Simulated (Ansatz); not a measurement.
Ansatz results at the PBE0-D4/def2-TZVP geometry: size of the dipole moment (ωB97M-V/def2-TZVPP) 4.38 D; HOMO–LUMO gap (PBE0/def2-TZVPP) 7.43 eV; HOMO–LUMO gap (B3LYP/def2-TZVPP) 6.91 eV.

Each molecule was computed in one conformer, which needn't be the lowest.

(1) Which molecule gave them?
A. `CB(O)F`
B. `CC(=O)OB(OC(C)=O)OC(C)=O`
C. `ClB[SeH]`
D. `CCB(S)S`

Results:

(1) B. The others give `CCB(S)S`: 0.53, 6.90, 6.49; `CB(O)F`: 0.43, 10.65, 10.04; `ClB[SeH]`: 1.22, 6.37, 5.96.

B3LYP here is the variant with VWN-RPA as its local correlation; programs differ in this.
